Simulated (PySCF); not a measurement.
Shapes and spin states of CoS₂⁺

Method: PBE0 in PySCF with Co def2-SVP, S def2-SVP; no relativity; density-fitted integrals.

Relaxations began from a few typed shapes and spin states; open shells are unrestricted. The search is not exhaustive: other isomers or separated fragments can lie lower, and high-lying points may rest on an excited occupation.

| spin | group | bonds | angles | imaginary modes (cm⁻¹) | ΔE (kJ/mol) | ΔE with ZPE (kJ/mol) |
| --- | --- | --- | --- | --- | --- | --- |
| quintet | C2v | Co–S 2.248 Å (×2), S–S 2.024 Å | Co–S–S 63.2° (×2), S–Co–S 53.5° | none | 0.0 | 0.0 |
| quintet | C2v | Co–S 2.296 Å (×2), S–S 2.005 Å | Co–S–S 64.1° (×2), S–Co–S 51.8° | none | 14.6 | 14.5 |
| triplet (⟨S²⟩ 2.61) | C2v | Co–S 2.209 Å (×2), S–S 1.989 Å | Co–S–S 63.2° (×2), S–Co–S 53.5° | none | 57.5 | 57.3 |
| broken-symmetry Ms = 1 (⟨S²⟩ 3.81) | C∞v | Co–S 2.054 Å, Co–S 2.267 Å | S–Co–S 180.0° | none | 203.1 | 200.7 |
| broken-symmetry Ms = 0 (⟨S²⟩ 2.64) | C2v | Co–S 2.195 Å (×2) | S–Co–S 87.4° | none | 223.5 | 221.1 |
| singlet (closed shell, unstable to spin polarisation) | C2v | Co–S 1.899 Å (×2) | S–Co–S 113.1° | none | 373.0 | 374.5 |
| singlet (closed shell, unstable to spin polarisation) | D∞h | Co–S 1.947 Å (×2) | S–Co–S 180.0° | 188i, 188i | 496.5 | – |

The lowest minimum found is the quintet C2v: Co–S 2.248 Å (×2), S–S 2.024 Å; Co–S–S 63.2° (×2), S–Co–S 53.5°.

For the lowest minimum: open d and f shells are described by one determinant, and the ground state may have another occupation or spin.

The electron or spin density has lower symmetry than the nuclear frame for the triplet (⟨S²⟩ 2.61) C2v at 57.5 kJ/mol, broken-symmetry Ms = 0 (⟨S²⟩ 2.64) C2v at 223.5 kJ/mol.
